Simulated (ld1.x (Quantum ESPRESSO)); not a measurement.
**phosphorus (P), ultrasoft: configuration errors across variants**

```json
{
  "Element": "P (Z = 15)",
  "Generator": "ld1.x (Quantum ESPRESSO) 7.5",
  "Type": "ultrasoft",
  "Functional": "PBE",
  "Relativity": "scalar-relativistic",
  "Frozen core": "[Ne]",
  "Valence charge": "5",
  "Reference configuration": "3s1 3p4",
  "Partial waves": "3s (bound): rcut 1.65, rcutus 2.00 bohr; 3s channel at 1.25 Ry: rcut 1.65, rcutus 2.00 bohr; 3p (bound): rcut 1.45, rcutus 1.90 bohr; 3p channel at 0.65 Ry: rcut 1.45, rcutus 1.90 bohr",
  "Local potential": "all-electron potential smoothed inside 1.80 bohr (lloc = -1)",
  "Core correction": "Bessel-smoothed model core, default radius (core density twice the valence density)",
  "Augmentation charge": "built from norm-conserving waves at rcut, not smoothed further"
}
```

All-electron excitation energies from the reference (eV): (1) 3s2 3p3 -8.534; (2) 3s2 3p2 1.195; (3) 3s2 3p1 20.342; (4) 3s2 3p0 50.082; (5) 3s2 3p2.5 -4.759; (6) 3s0 3p5 8.666; (7) 3s1 3p0 102.087.

The default core radius of the base comes out at 0.99 bohr.

3 further variants failed, have other tests or another functional or relativity, and are left out.

Errors AE − PS in meV (a dash: test not solved or not reliable):

| change | (1) | (2) | (3) | (4) | (5) | (6) | (7) | bound ghosts |
| --- | --- | --- | --- | --- | --- | --- | --- | --- |
| base | -0.4 | -0.1 | +7.6 | +37 | -0.7 | -0.9 | +98 | none |
| local potential all-electron potential smoothed inside 1.50 bohr (lloc = -1) | -0.4 | -0.1 | +7.6 | +37 | -0.6 | -0.9 | +98 | none |
| all radii but the core radius scaled by about 0.88 (s 1.76, p 1.68 bohr, rcut 1.46/1.28); local potential all-electron potential smoothed inside 1.58 bohr (lloc = -1) | +0.8 | +1.2 | +6.8 | +28 | +0.7 | +0.5 | +69 | none |
| core correction Bessel-smoothed model core inside 2.12 bohr | +2.6 | +2.1 | +4.1 | +24 | +2.4 | +1.6 | +130 | none |
| wave 3p channel at 0.65 Ry: rcut 1.45, rcutus 1.90 bohr becomes 3p channel at 0.66 Ry: rcut 1.45, rcutus 1.90 bohr | -0.4 | -0.1 | +7.6 | +37 | -0.7 | -0.9 | +98 | none |
| local potential all-electron potential smoothed inside 1.16 bohr (lloc = -1) | -0.4 | 0.0 | +7.8 | +37 | -0.5 | -0.9 | +98 | none |
| augmentation PSQ, radius 1.60 bohr | +0.5 | +0.5 | +1.6 | +8.8 | +0.5 | +0.1 | – | none |
| waves 3p (bound): rcut 1.45, rcutus 1.92 bohr; 3p channel at 0.65 Ry: rcut 1.45, rcutus 1.92 bohr | -0.4 | -0.1 | +7.6 | +37 | -0.7 | -0.9 | +98 | none |
| waves 3s (bound): rcut 1.65, rcutus 2.06 bohr; 3s channel at 1.25 Ry: rcut 1.65, rcutus 2.06 bohr | -0.4 | -0.1 | +7.6 | +37 | -0.6 | -0.9 | +99 | none |

Problem. Give the same row for: waves 3s (bound): rcut 1.60, rcutus 1.70 bohr; 3s channel at 1.25 Ry: rcut 1.60, rcutus 1.70 bohr.

Solution. -0.2, 0.0, +7.6, +37, -0.4, -0.6, +96; bound ghosts: none.
